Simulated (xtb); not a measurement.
Cl₃Ga (SMILES [Cl][Ga]([Cl])[Cl]), singlet, geometry from GFN2-xTB (such geometries of metal compounds can be far from the true shape); GFN1-xTB in xtb.

xtb was given this input:
```
$ xtb mol.xyz --gfn 1 --hess --json

# file mol.xyz
4

Ga     0.00000000     0.00000000    -0.00000000
Cl    -1.75999983    -1.10581726    -0.20820478
Cl     0.10032532     1.95214694    -0.73677512
Cl     1.65967451    -0.84632969     0.94497990
```

Output, abridged:

```
   ID    Z sym.   atoms
    1   31 Ga     1
    2   17 Cl     2-4

           -------------------------------------------------
          |                Calculation Setup                |
           -------------------------------------------------

           -------------------------------------------------
          |                 G F N 1 - x T B                 |
           -------------------------------------------------

          ...................................................
          :                      SETUP                      :
          :.................................................:
          :  # basis functions                  40          :
          :  # atomic orbitals                  36          :
          :  # shells                           12          :
          :  # electrons                        24          :
          :  # halogen bonds                     0          :
          :  max. iterations                   250          :
          :  Hamiltonian                  GFN1-xTB          :
          :  restarted?                      false          :
          :  GBSA solvation                  false          :
          :  PC potential                    false          :
          :  electronic temp.          300.0000000     K    :
          :  accuracy                    1.0000000          :
          :  -> integral cutoff          0.2500000E+02      :
          :  -> integral neglect         0.1000000E-07      :
          :  -> SCF convergence          0.1000000E-05 Eh   :
          :  -> wf. convergence          0.2000000E-04 e    :
          :  Broyden damping             0.4000000          :
          :  net charge                          0          :
          :  unpaired electrons                  0          :
          ...................................................

 iter      E             dE          RMSdq      gap      omega  full diag
   1    -14.2965462 -0.142965E+02  0.501E+00    6.10       0.0  T
   2    -14.2995590 -0.301284E-02  0.305E+00    6.24       1.0  T
   3    -14.2995777 -0.186790E-04  0.269E-01    6.20       1.0  T
   4    -14.2995807 -0.296996E-05  0.167E-02    6.20       3.0  T
   5    -14.2995807 -0.229920E-08  0.123E-03    6.20      40.6  T
   6    -14.2995807 -0.589843E-08  0.101E-04    6.20     497.4  T
   7    -14.2995807  0.190070E-12  0.213E-05    6.20    2351.7  T

   *** convergence criteria satisfied after 7 iterations ***

         :::::::::::::::::::::::::::::::::::::::::::::::::::::
         ::                     SUMMARY                     ::
         :::::::::::::::::::::::::::::::::::::::::::::::::::::
         :: total energy             -14.269721042763 Eh    ::
         :: gradient norm              0.012038371683 Eh/a0 ::
         :: HOMO-LUMO gap              6.198136410296 eV    ::
         ::.................................................::
         :: SCC energy               -14.299580660921 Eh    ::
         :: -> electrostatic           0.004627147214 Eh    ::
         :: repulsion energy           0.031643566222 Eh    ::
         :: dispersion energy         -0.001783948064 Eh    ::
         :: halogen bond corr.         0.000000000000 Eh    ::
         :: add. restraining           0.000000000000 Eh    ::
         :: total charge               0.000000000000 e     ::
         :::::::::::::::::::::::::::::::::::::::::::::::::::::

           -------------------------------------------------
          |                Numerical Hessian                |
           -------------------------------------------------
step length          :   0.00500
SCC accuracy         :   0.30000
Hessian scale factor :   1.00000
frozen atoms in %    :   0.00000    0
RMS gradient         :   0.01204 !! INCOMPLETELY OPTIMIZED GEOMETRY !!
estimated CPU  time      0.00 min

writing file <hessian>.

 projected vibrational frequencies (cm⁻¹)
eigval :       -0.00    -0.00     0.00     0.00     0.00     0.00
[...]
 Raman intensities (Ä⁴*amu⁻¹)
   1:  0.00   2:  0.00   3:  0.00   4:  0.00   5:  0.00   6:  0.00   7:  0.00   8:  0.00
   9:  0.00  10:  0.00  11:  0.00  12:  0.00
 output can be read by thermo (or use thermo option).
 writing <g98.out> molden fake output.
 recommended (thermochemical) frequency scaling factor: 1.0
           -------------------------------------------------
          |             Thermodynamic Functions             |
           -------------------------------------------------

d3h symmetry found (for desy threshold:  0.10E+00) used in thermo

          ...................................................
          :                      SETUP                      :
          :.................................................:
          :  # frequencies                           6      :
          :  # imaginary freq.                       0      :
          :  linear?                             false      :
          :  only rotor calc.                    false      :
          :  symmetry                              d3h      :
          :  rotational number                       6      :
          :  scaling factor                  1.0000000      :
          :  rotor cutoff                   50.0000000 cm⁻¹ :
          :  imag. cutoff                  -20.0000000 cm⁻¹ :
          :.................................................:

    mode    ω/cm⁻¹     T·S(HO)/kcal·mol⁻¹    T·S(FR)/kcal·mol⁻¹   T·S(vib)
   ------------------------------------------------------------------------
       1     81.11    -1.15200 ( 87.38%)    -0.91304 ( 12.62%)    -1.12185
       2    112.12    -0.96360 ( 96.20%)    -0.81719 (  3.80%)    -0.95803
       3    112.12    -0.96359 ( 96.20%)    -0.81718 (  3.80%)    -0.95802
   ------------------------------------------------------------------------

   temp. (K)  partition function   enthalpy   heat capacity  entropy
                                   cal/mol     cal/K/mol   cal/K/mol   J/K/mol
 298.15  VIB   25.7                 1879.801      9.738     12.619
         ROT  0.637E+05              888.752      2.981     24.962
         INT  0.164E+07             2768.554     12.718     37.581
         TR   0.226E+28             1481.254      4.968     41.386
         TOT                        4249.8077    17.6866    78.9670   330.3978

       T/K    H(0)-H(T)+PV         H(T)/Eh          T*S/Eh         G(T)/Eh
   ------------------------------------------------------------------------
    298.15    0.677250E-02    0.105333E-01    0.375198E-01   -0.269865E-01
   ------------------------------------------------------------------------

         :::::::::::::::::::::::::::::::::::::::::::::::::::::
         ::                  THERMODYNAMIC                  ::
         :::::::::::::::::::::::::::::::::::::::::::::::::::::
         :: total free energy         -14.296707528482 Eh   ::
         ::.................................................::
         :: total energy              -14.269721042763 Eh   ::
         :: zero point energy           0.003760769981 Eh   ::
         :: G(RRHO) w/o ZPVE           -0.030747255700 Eh   ::
         :: G(RRHO) contrib.           -0.026986485719 Eh   ::
         :::::::::::::::::::::::::::::::::::::::::::::::::::::

           -------------------------------------------------
          | TOTAL ENERGY              -14.269721042763 Eh   |
          | TOTAL ENTHALPY            -14.259187773105 Eh   |
          | TOTAL FREE ENERGY         -14.296707528482 Eh   |
          | GRADIENT NORM               0.012038379984 Eh/α |
          | HOMO-LUMO GAP               6.198137827904 eV   |
           -------------------------------------------------
########################################################################
[WARNING] Runtime exception occurred
-1- hessian_numhess: Hessian on incompletely optimized geometry!
########################################################################

normal termination of xtb
```
